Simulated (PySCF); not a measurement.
Molecule: ethylboronic acid (SMILES OB(CC)O).

Geometry (Å), atoms numbered from 1 in this order:
```xyz
12

C    -1.572    0.125    0.202
C    -0.300    0.347   -0.621
B     1.031   -0.117    0.142
O     1.230    0.283    1.414
O     1.996   -0.892   -0.431
H    -1.485    0.634    1.158
H    -2.446    0.508   -0.321
H    -1.721   -0.935    0.394
H    -0.221    1.414   -0.844
H    -0.404   -0.163   -1.582
H     2.051   -0.033    1.794
H     1.841   -1.172   -1.331
```

Frames of a GFN2-xTB Langevin trajectory at 300 K; GIAO PBE0/pcSseg-1 shieldings in PySCF, gas phase, non-relativistic; equivalent atoms averaged within each frame.

Referencing at the same level of theory: ¹³C (σref 186.93), ¹H (σref 31.72) against TMS; ¹¹B (σref 100.07) vs BF3·OEt2; ¹⁷O (σref 336.08) vs H2O. The references are static minima.

Question: How do the shifts (ppm) fluctuate along the trajectory?

Answer: 
```csv
time (fs),C2,C1,B3,O4/O5,H11/H12,H9/H10,H6/H7/H8
optimised geometry,11.9,11.2,29.5,123.7,4.02,0.61,1.09
250,12.8,2.3,29.0,128.4,4.58,1.08,0.17
425,11.5,14.3,30.9,130.8,4.60,0.99,1.45
625,12.6,8.0,31.9,126.0,3.54,1.39,0.88
800,8.3,12.3,29.1,121.7,4.54,0.97,0.86
1000,10.4,5.9,28.3,122.4,4.37,1.65,0.14
mean of frames,11.1,8.6,29.8,125.8,4.33,1.21,0.70
standard deviation,1.9,4.8,1.5,3.9,0.45,0.30,0.55
```

5 frames give an uncertainty of the mean of about the standard deviation over 2.2 at best, since frames this close in time may not be independent; classical motion lacks zero-point vibration, and the reference would need the same averaging.
